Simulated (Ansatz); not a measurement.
Cost and result for the atomization energy of C₃H₈BN, SMILES `BNC(=C)C` (13 atoms, 12 bonds).

```tsv
atom	x (Å)	y (Å)	z (Å)
B1	-1.9416	-0.2647	-0.5061
N2	-0.7345	0.4107	-0.6858
C3	0.4959	0.2408	-0.0380
C4	1.5430	1.0018	-0.3592
C5	0.5593	-0.8187	1.0082
H6	-2.8652	0.0663	-1.1893
H7	-2.0355	-1.1375	0.3017
H8	-0.7035	1.1424	-1.3812
H9	1.4760	1.7681	-1.1239
H10	2.4939	0.8736	0.1382
H11	1.5591	-0.8596	1.4373
H12	-0.1604	-0.6249	1.8076
H13	0.3136	-1.7984	0.5906
```

Total charge 0; spin multiplicity 1. Geometry: relaxed with PBE0-D4/def2-TZVP. It is one conformer, not always the lowest. Program: Ansatz. All runs use 4 threads of an Arm Neoverse V2 on a shared host. Times are those of one run each, without the atoms' runs, and a repeat can differ threefold. Electronic energies, without spin–orbit coupling; frozen cores. CCSD(T)/CBS adds CCSD(T) − MP2 in def2-TZVPP to the MP2 limit, and its time is that of the two runs behind it. T1 = 0.013. B3LYP takes the VWN-RPA correlation (the form of Gaussian; ORCA's B3LYP/G).

CCSD(T)/CBS is a level of theory with its own doubt, some kJ/mol a heavy atom from the limit and from the frozen cores, so smaller differences don't rank the functionals.

```json
{"level": "PBE0-D4/def2-TZVPP", "functions": "267", "atomization (kJ/mol)": "5236.8", "difference from CCSD(T)/CBS": "57.5", "per bond": "4.8"}
{"level": "ωB97X-V/def2-TZVPP", "functions": "267", "atomization (kJ/mol)": "5201.0", "difference from CCSD(T)/CBS": "21.7", "per bond": "1.8"}
{"level": "r2SCAN-D4/def2-TZVPP (with forces)", "functions": "267", "atomization (kJ/mol)": "5211.2", "difference from CCSD(T)/CBS": "31.9", "per bond": "2.7"}
{"level": "MP2/def2-QZVPP", "functions": "525", "atomization (kJ/mol)": "5198.5", "difference from CCSD(T)/CBS": "19.2", "per bond": "1.6"}
{"level": "ωB97M-V/def2-TZVPP (with forces)", "functions": "267", "atomization (kJ/mol)": "5216.6", "difference from CCSD(T)/CBS": "37.3", "per bond": "3.1"}
{"level": "CCSD(T)/CBS(def2)", "functions": "–", "atomization (kJ/mol)": "5179.3", "difference from CCSD(T)/CBS": "0.0", "per bond": "0.0"}
{"level": "PBE-D4/def2-TZVPP (with forces)", "functions": "267", "atomization (kJ/mol)": "5319.7", "difference from CCSD(T)/CBS": "140.4", "per bond": "11.7"}
{"level": "CCSD(T)/def2-TZVPP", "functions": "267", "atomization (kJ/mol)": "5060.5", "difference from CCSD(T)/CBS": "-118.8", "per bond": "-9.9"}
{"level": "B3LYP-D4/def2-TZVPP (with forces)", "functions": "267", "atomization (kJ/mol)": "5225.7", "difference from CCSD(T)/CBS": "46.4", "per bond": "3.9"}
{"level": "B2PLYP/def2-TZVPP", "functions": "267", "atomization (kJ/mol)": "5162.3", "difference from CCSD(T)/CBS": "-17.0", "per bond": "-1.4"}
```

Question: Order the runs by time, with rough figures. (An estimate is asked.)

Answer: Ansatz gave: PBE0-D4/def2-TZVPP 2.2 s; PBE-D4/def2-TZVPP (with forces) 2.3 s; B3LYP-D4/def2-TZVPP (with forces) 3.7 s; r2SCAN-D4/def2-TZVPP (with forces) 3.8 s; B2PLYP/def2-TZVPP 4.5 s; ωB97X-V/def2-TZVPP 7 s; ωB97M-V/def2-TZVPP (with forces) 9.5 s; MP2/def2-QZVPP 27 s; CCSD(T)/def2-TZVPP 2.3 min; CCSD(T)/CBS(def2) 2.8 min.

In def2-TZVPP, CCSD(T) changes the Hartree–Fock value by +1187.2 kJ/mol (the triples alone add +71.0 kJ/mol) and MP2 by +1255.0 kJ/mol; breaking electron pairs costs correlation energy, which Hartree–Fock lacks. The D4 term adds +37.2 kJ/mol with B3LYP and +19.5 kJ/mol with PBE0; it sums over pairs of atoms, weighted by their polarisabilities, and B3LYP, whose exchange is more repulsive, gets the larger term. From PBE to PBE0 (25 % exact exchange), in def2-TZVPP and without D4, the atomization energy moves by −79.2 kJ/mol: exact exchange takes away binding that semilocal exchange gives to molecules.
